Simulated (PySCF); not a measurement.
# Electron correlation in Pb (lead, neutral)

[Xe] 4f14 5d10 6s2 6p1 6d1, one real determinant (an excited configuration). Computed with PySCF 2.14 in aug-cc-pwCVTZ-DK3 (11s10p8d5f1g, 125 functions), with the spin-free X2C one-electron Hamiltonian (Gaussian nucleus). Frozen: [Xe] 4f14 5d10; 4 electrons correlated.

MP2 pair energies summed by pair of shells (mhartree):

```json
{"pair": "6s-6s", "energy": "-16.44", "share (%)": "45.6"}
{"pair": "6s-6p", "energy": "-12.21", "share (%)": "33.9"}
{"pair": "6s-6d", "energy": "-5.52", "share (%)": "15.3"}
{"pair": "6p-6d", "energy": "-1.86", "share (%)": "5.2"}
```

Total MP2 correlation energy: -36.04 mhartree.

Same-spin part -5.90 and opposite-spin part -30.14 mhartree; SCS-MP2 scales them by 1/3 and 6/5 to -38.13 mhartree.

The reference is one real determinant that mixes LS terms of this configuration.
